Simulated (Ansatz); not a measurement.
Basis-set extrapolation for butyl acetate (`CCCCOC(C)=O`) (PBE0-D4/def2-TZVP geometry, frozen core, Ansatz 0.2.0). Multiplicity 1, RHF reference.

```
                      def2-TZVPP   def2-QZVPP
                 HF  -384.098334  -384.116091
    MP2 correlation    -1.489083    -1.591139
CCSD(T) correlation    -1.610861      not run
```

Energies in hartree. Use E(X) = E(∞) + A·exp(−7.88·√X) for Hartree–Fock and E(X) = E(∞) + B·X^(−2.97) for correlation, with X = 3 and 4, and add CCSD(T) minus MP2 of the smaller set to the MP2 limit.

What is the CCSD(T) energy at the basis-set limit?

HF limit: -384.116091 + (-0.017757) × 0.13774 = -384.11854. MP2 limit: -1.591139 + (-0.102056) × 0.74074 = -1.66674. Higher-order term: -1.610861 − (-1.489083) = -0.12178. Total: -385.90706 hartree, 519.5 kJ/mol below CCSD(T)/def2-TZVPP.
